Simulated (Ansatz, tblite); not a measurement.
Cost and result up the ladder for Si₂S₂⁻ (4 atoms). The state is a doublet with charge -1. Geometry: PBE0-D4/def2-TZVPD.

Cartesian coordinates in Å:
```
Si 1.3788 -0.2018 -0.6078
Si -1.3786 0.2017 0.6077
S -0.6020 0.2178 -1.4378
S 0.6019 -0.2177 1.4379
```

Ansatz on 4 threads of Intel Xeon on a shared host; xTB runs through tblite on one thread. Times are rough, summed over both states, and most runs start from the orbitals of an earlier one. No level here is sound enough to serve as a yardstick. The other state is a singlet.

The xTB rows come from tblite. Correlated methods freeze 20 core orbitals. The structure comes from a short search, and lower isomers may exist.

Run but left out: HF/def2-TZVPPD (neutral singlet: restricted singlet, unstable towards broken spin symmetry).

Correlated methods converge slowly with the basis.

Raw xTB energies of ions are shifted by several eV, and xTB has no spin-polarisation term.

```tsv
level	functions	wall time	vertical IE (eV)	remarks
GFN1-xTB	36	0.019 s	4.46	–
GFN2-xTB	36	0.023 s	5.01	–
PBE-D4/def2-TZVPD	178	6.6 s	1.80	HOMO above zero (-1 doublet), restricted SCF unstable in HF (singlet)
r2SCAN-D4/def2-TZVPD	178	13 s	1.93	HOMO above zero (-1 doublet), restricted SCF unstable in HF (singlet)
PBE0-D4/def2-TZVPD (with forces)	178	13 s	1.78	restricted SCF unstable in HF (singlet)
CCSD(T)/def2-TZVPPD	198	72 s	1.56	restricted SCF unstable (singlet), spin-contaminated (⟨S²⟩ 0.83) (-1 doublet)
```
